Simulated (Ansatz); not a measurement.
B4As5H16⁺, a cluster cut from zinc blende BAs (hydrogen-capped). Charge 1, multiplicity 1. Geometry r2SCAN-D4/def2-SVP.

```xyz
25

B     1.902    0.505    0.099
B    -0.626   -0.650    2.318
B    -1.178    2.041   -0.794
B    -0.663   -1.461   -1.145
As    0.856    2.164   -0.548
As    1.308   -0.037    2.001
As    1.358   -1.047   -1.145
As   -1.160   -1.930    0.804
As   -1.613    0.272   -1.743
H     3.094    0.702    0.057
H    -1.317    0.338    2.181
H    -0.710   -1.214    3.383
H    -1.571    2.972   -1.458
H    -1.645    1.945    0.321
H    -0.922   -2.376   -1.890
H     1.185    3.298    0.383
H     1.566    2.624   -1.795
H     1.632    1.109    2.920
H     2.322   -1.050    2.463
H     2.144   -2.286   -0.808
H     1.836   -0.783   -2.549
H    -0.651   -3.331    1.021
H    -2.644   -2.172    0.847
H    -1.407    0.348   -3.234
H    -3.094    0.019   -1.688
```

The 6-31G sets use Cartesian d functions.

Q: Estimate the orbital energies around the gap (eV) in Ansatz with HF/STO-3G, HF/6-31G, PBE-D4/def2-TZVP, r2SCAN-D4/def2-TZVP, PBE0-D4/def2-SVP.

A: 
| orbital | HF/STO-3G | HF/6-31G | PBE-D4/def2-TZVP | r2SCAN-D4/def2-TZVP | PBE0-D4/def2-SVP |
| --- | --- | --- | --- | --- | --- |
| HOMO−9 | -15.75 | -17.14 | -12.55 | -12.90 | -13.87 |
| HOMO−8 | -15.23 | -16.66 | -12.27 | -12.59 | -13.52 |
| HOMO−7 | -14.46 | -15.96 | -11.80 | -12.10 | -12.98 |
| HOMO−6 | -14.30 | -15.69 | -11.61 | -11.87 | -12.76 |
| HOMO−5 | -13.98 | -15.38 | -11.46 | -11.78 | -12.75 |
| HOMO−4 | -13.86 | -15.32 | -11.34 | -11.60 | -12.47 |
| HOMO−3 | -13.54 | -15.00 | -11.02 | -11.33 | -12.26 |
| HOMO−2 | -12.97 | -14.42 | -10.74 | -10.99 | -11.87 |
| HOMO−1 | -12.84 | -14.32 | -10.62 | -10.87 | -11.75 |
| HOMO | -12.82 | -14.31 | -10.54 | -10.79 | -11.68 |
| LUMO | 5.14 | -0.95 | -5.30 | -5.11 | -4.47 |
| LUMO+1 | 5.60 | -0.78 | -5.19 | -4.95 | -4.31 |
| LUMO+2 | 6.03 | -0.22 | -4.63 | -4.31 | -3.59 |
| LUMO+3 | 7.08 | 0.26 | -4.55 | -4.31 | -3.56 |
| LUMO+4 | 7.39 | 0.56 | -4.23 | -3.88 | -3.11 |
| LUMO+5 | 7.47 | 0.58 | -3.99 | -3.65 | -2.94 |
